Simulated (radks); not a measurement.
The numbers below are computed, except where a source is named.
Initial-state core-level shifts of the xenon ion Xe2+ when its valence configuration changes from [Kr] 4d10 5s2 5p4. Code: a radial shooting solver on a logarithmic mesh with Libxc functionals. Model: scalar-relativistic Kohn-Sham, r2SCAN, spin-unpolarised, spherical densities, finite nucleus; meta-GGA in the generalised Kohn-Sham scheme; Fermi nuclear charge, rms radius 4.7859 fm. Shifts are changes of the shell-averaged eigenvalues in eV (positive: less bound); the change of the density at the nucleus, which sets a Mossbauer isomer shift, is in e/bohr^3, on a base of 2.805e+05.

valence                1s       2s       2p       3s  density at nucleus
4d9 5s2 5p5       -10.479  -11.033  -11.041  -10.444              +30.88
4d9 5s1 5p6       -11.862  -12.389  -12.395  -11.817              -68.64
4d8 5s2 5p6       -21.161  -22.313  -22.332  -21.051              +63.10
4d9.5 5s1.5 5p5    -5.924   -6.180   -6.183   -5.905              -32.50
4d9.5 5s2 5p4.5    -5.215   -5.486   -5.490   -5.202              +15.27
4d10 5s1.5 5p4.5   -0.724   -0.708   -0.707   -0.717              -45.99
4d10 5s1 5p5       -1.442   -1.409   -1.408   -1.427              -92.39
4d8.5 5s2 5p5.5   -15.794  -16.642  -16.655  -15.727              +46.83
4d10 5p6           -2.856   -2.792   -2.789   -2.828             -186.40
